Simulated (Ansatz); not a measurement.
Geometry optimisation, RKS PBE0/def2-SVP in Ansatz.

Input:

```yaml
crystal:
  periodic: [false, false, false]
  atoms:
    - { symbol: Al, position_ang: [0.156617, -0.515141, -0.507055] }
    - { symbol: Cl, position_ang: [0.129405, 0.002524, 2.876982] }
    - { symbol: Cl, position_ang: [1.885187, 0.501617, -1.01461] }
    - { symbol: F, position_ang: [-1.330524, 0.030199, -0.981074] }
    - { symbol: O, position_ang: [0.284289, -2.059493, 0.301723] }
    - { symbol: H, position_ang: [-0.473165, -2.652699, 0.324376] }
    - { symbol: H, position_ang: [0.37079, -1.189008, 2.325557] }
basis:
  gaussian: { orbitals: def2-SVP }
hamiltonian:
  xc: pbe0
relax:
  f_tol: 0.03
  max_steps: 50
output:
  orbitals: {}
```

Run as:

```bash
$ ansatz run input.yaml --threads 2 --pin off --max-ram 3072MiB --backend cpu --events-out ev --progress --plain --runs-dir out
```

Q: Where does it end, and by what steps?

A: It converged. The force dipped under the threshold on the way, but the program's further checks kept it going. After 20 steps the energy has fallen by 1.522 eV; H7 moved furthest, 1.21 Å. Parted: Cl2–H7 (1.33 → 2.82 Å). Joined: Al1–Cl2 (3.42 → 2.12 Å), O5–H7 (2.20 → 0.97 Å).

```
step  energy less start (eV)  largest force component (eV/Å)  accepted
   0                  0.0000                           0.979       yes
   1                 -0.1255                           0.396       yes
   2                 -0.2307                           0.390       yes
   3                 -0.2930                           0.705       yes
   4                 -0.3033                           0.761       yes
   5                 -0.3617                           0.515       yes
   6                 -0.4138                           0.727       yes
   7                 -0.5500                           1.400       yes
   8                 -0.5054                           7.520        no
   9                 -0.8117                           1.272       yes
  10                 -1.0805                           1.406       yes
  11                 -1.3047                           1.397       yes
  12                 -1.4279                           0.323       yes
  13                 -1.4652                           1.122       yes
  14                 -1.4883                           0.315       yes
  15                 -1.5086                           0.214       yes
  16                 -1.5152                           0.313       yes
  17                 -1.5186                           0.115       yes
  18                 -1.5207                           0.080       yes
  19                 -1.5215                           0.016       yes
  20                 -1.5217                           0.017       yes
```

```xyz
7
Properties=species:S:1:pos:R:3
Al 0.206 -0.083 0.208
Cl 0.116 0.611 2.204
Cl 1.897 0.381 -0.939
F -1.250 -0.230 -0.605
O 0.287 -1.993 0.630
H -0.485 -2.432 0.238
H 0.253 -2.136 1.589
```

Whether the end is a true minimum wasn't checked by a vibrational analysis.

The run took 56 s on 2 threads of Arm Neoverse V1, with other jobs on the host, peak memory 0.19 GiB.
